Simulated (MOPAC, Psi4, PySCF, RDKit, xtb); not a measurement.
Two geometries of SMILES O/C=C\S, relaxed at B3LYP-D3(BJ)/def2-SVP with one dihedral held; other torsions can differ between them too.

Structure A

```
8

O     -1.5660     0.9585     0.0750
C     -0.9894    -0.2641     0.0555
C      0.3134    -0.5208    -0.1430
S      1.5691     0.7316    -0.2983
H     -0.9494     1.5958    -0.3211
H     -1.7085    -1.0687     0.2326
H      0.6775    -1.5489    -0.1468
H      0.9750     1.6602     0.4926
```

Structure B

```
8

O     -1.5076     0.9638     0.0147
C     -0.9785    -0.2673     0.0115
C      0.3312    -0.5722    -0.0601
S      1.5206     0.7218    -0.3531
H     -0.7653     1.5984    -0.0057
H     -1.7401    -1.0503     0.0843
H      0.6598    -1.6126    -0.0727
H      2.2532     0.5837     0.7811
```

Q: Which is lower in energy at the level DF-MP2 (frozen core)/cc-pVTZ // B3LYP-D3(BJ)/def2-SVP run with Psi4 1.11, and by how much?

A: B is lower, by 11.32 kJ/mol (dihedral C2–C3–S4–H8: 30° in A, 120° in B).

E(B) − E(A) in kJ/mol at the other levels, on the same two geometries: MMFF94 // B3LYP-D3(BJ)/def2-SVP (RDKit) -0.25; PBE0/def2-TZVP // B3LYP-D3(BJ)/def2-SVP (Psi4) -13.37; PBE0-D3(BJ)/def2-TZVP // B3LYP-D3(BJ)/def2-SVP (Psi4) -13.14; PBE/def2-TZVP // B3LYP-D3(BJ)/def2-SVP (Psi4) -12.16; PBE-D3(BJ)/def2-TZVP // B3LYP-D3(BJ)/def2-SVP (Psi4) -11.85; r2SCAN/def2-TZVP // B3LYP-D3(BJ)/def2-SVP (Psi4) -12.14; HF/cc-pVTZ // B3LYP-D3(BJ)/def2-SVP (Psi4) -14.58; UFF // B3LYP-D3(BJ)/def2-SVP (RDKit) -11.56; PM6, restricted, heats of formation // B3LYP-D3(BJ)/def2-SVP (MOPAC) -8.97; PM7, restricted, heats of formation // B3LYP-D3(BJ)/def2-SVP (MOPAC) -6.17; GFN1-xTB // B3LYP-D3(BJ)/def2-SVP (xtb) -1.85; restricted B3LYP/6-31G*, spherical d // B3LYP-D3(BJ)/def2-SVP (PySCF) -15.38; restricted M06-2X/6-31G*, spherical d // B3LYP-D3(BJ)/def2-SVP (PySCF) -15.11; restricted LDA (SVWN5)/6-31G*, spherical d // B3LYP-D3(BJ)/def2-SVP (PySCF) -16.63; restricted BP86/6-31G*, spherical d // B3LYP-D3(BJ)/def2-SVP (PySCF) -15.62.
